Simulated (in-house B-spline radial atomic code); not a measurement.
Configurations of Ru IV (Ru3+), with energies counted from [Kr] (4d3/2)4 (4d5/2)1. Computed with an all-electron radial atomic-structure program (B-spline basis): Dirac-Hartree-Fock, average of each configuration as written, Fermi nucleus of rms radius 4.4809 fm. Energies include first-order Breit, QED and recoil terms.

Occupations are held fixed; configurations that lie above the ionisation limit could autoionise.

```tsv
configuration	E - E(ref) (eV)	highest orbital	its <r> (bohr)
[Kr] (4d3/2)1 (4d5/2)4	1.5179	4d5/2	1.438
[Kr] (4d3/2)1 (4d5/2)3 (7f5/2)1	39.773	7f5/2	15.71
[Ar] 3d10 4s2 (4p1/2)1 (4p3/2)4 (4d5/2)6	47.319	4d5/2	1.415
[Ar] 3d10 4s2 (4p1/2)2 (4p3/2)3 (4d3/2)4 (4d5/2)1 (8g7/2)1	84.561	8g7/2	21.43
[Ar] 3d10 4s2 (4p1/2)2 (4p3/2)3 (4d3/2)1 (4d5/2)4 (8p1/2)1	85.761	8p1/2	12.91
```

Order these further configurations by energy, lowest first.
A. [Ar] 3d10 4s2 (4p1/2)1 (4p3/2)4 (4d5/2)5 (5f5/2)1
B. [Kr] (4d3/2)3 (4d5/2)2
C. [Kr] (4d5/2)5
D. [Kr] (4d3/2)2 (4d5/2)2 (6g7/2)1
E. [Ar] 3d10 4s2 (4p1/2)2 (4p3/2)3 (4d3/2)3 (4d5/2)2 (6g9/2)1

B (0.80443 eV), C (1.4261 eV), D (38.054 eV), A (82.358 eV), E (83.568 eV).

How far above the reference does [Ar] 3d10 4s2 (4p1/2)1 (4p3/2)4 (4d3/2)1 (4d5/2)4 (6f7/2)1 lie?

86.607 eV; its least bound orbital is 6f7/2 with <r> = 10.73 bohr.
